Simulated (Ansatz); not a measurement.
Reaction (ligand exchange at the Si–N bond): `BN([SiH2][SiH3])[SiH2]Cl` + `[SiH3]N[SiH3]` → `[SiH3]N([SiH3])[SiH2]Cl` + `BN[SiH2][SiH3]`

Calculated with Ansatz (gas phase, PBE0-D4/def2-TZVP geometries, no zero-point term in ΔE). CCSD(T)/CBS adds triple-zeta CCSD(T) − MP2 to the extrapolated MP2 energy (def2 sets, frozen cores). This one scheme is used for every species. DFT in def2-TZVPP. Each species was taken in one conformer, which may not be the lowest.

`BN([SiH2][SiH3])[SiH2]Cl`:

Cartesian coordinates in Å:
```
B 0.859 0.796 1.582
N 0.259 -0.255 0.856
Si -1.227 0.079 -0.046
Si -0.772 1.334 -1.967
Si 0.981 -1.831 0.801
Cl 1.510 -2.270 -1.138
H 0.330 1.874 1.595
H 1.882 0.611 2.177
H -1.812 -1.240 -0.415
H -2.178 0.787 0.849
H -2.044 1.657 -2.669
H -0.094 2.602 -1.588
H 0.110 0.565 -2.882
H 0.001 -2.863 1.207
H 2.196 -1.845 1.637
```

`[SiH3]N[SiH3]`:

Z-matrix (Å, degrees):
```
Si
N 1 1.726
H 1 1.490 2 112.6
H 1 1.484 2 107.4 3 119.9
H 1 1.489 2 110.9 3 -120.0
Si 2 1.726 1 128.9 3 -109.8
H 2 1.011 1 115.5 3 66.2
H 6 1.490 2 112.6 1 109.8
H 6 1.484 2 107.4 1 -10.1
H 6 1.488 2 110.9 1 -130.1
```

`[SiH3]N([SiH3])[SiH2]Cl`:

Z-matrix (Å, degrees):
```
Si
N 1 1.743
H 1 1.486 2 110.2
H 1 1.485 2 107.4 3 -119.7
H 1 1.485 2 111.3 3 120.3
Si 2 1.743 1 119.3 3 -56.8
Si 2 1.716 1 120.7 3 128.5
H 6 1.485 2 110.7 1 -126.6
H 6 1.486 2 111.3 1 112.5
H 6 1.486 2 107.2 1 -6.9
Cl 7 2.058 2 111.7 1 72.2
H 7 1.481 2 108.2 1 -169.9
H 7 1.478 2 111.3 1 -46.4
```

`BN[SiH2][SiH3]`:

Z-matrix (Å, degrees):
```
Si
N 1 1.751
Si 1 2.344 2 111.0
H 1 1.490 2 109.6 3 120.2
H 1 1.483 2 107.1 3 -121.4
B 2 1.399 1 126.8 3 114.5
H 2 1.011 1 116.5 3 -63.9
H 3 1.488 1 110.6 2 -63.2
H 3 1.488 1 110.5 2 176.0
H 3 1.490 1 109.9 2 56.4
H 6 1.198 2 119.0 1 1.3
H 6 1.198 2 119.6 1 -178.7
```

Q: Is it downhill or uphill in electronic energy at CCSD(T)/CBS, and by how much? (Estimate.)

A: Computed: Downhill: ΔE = -17.1 kJ/mol.

Q: What do these levels give: PBE-D4, r2SCAN-D4, PBE0-D4, ωB97X-V, ωB97M-V, B2PLYP, PBE, r2SCAN, HF/def2-TZVPP, CCSD/def2-TZVPP, CCSD(T)/def2-TZVPP, CCSD/CBS(def2)? (Best estimate.)

A: The calculation gave: PBE-D4 -19.3, r2SCAN-D4 -19.7, PBE0-D4 -18.4, ωB97X-V -17.0, ωB97M-V -17.2, B2PLYP -18.4, PBE -20.6, r2SCAN -20.2, HF/def2-TZVPP -17.5, CCSD/def2-TZVPP -17.3, CCSD(T)/def2-TZVPP -17.3, CCSD/CBS(def2) -17.1 kJ/mol.

Largest T1 diagnostic among the species: 0.013.
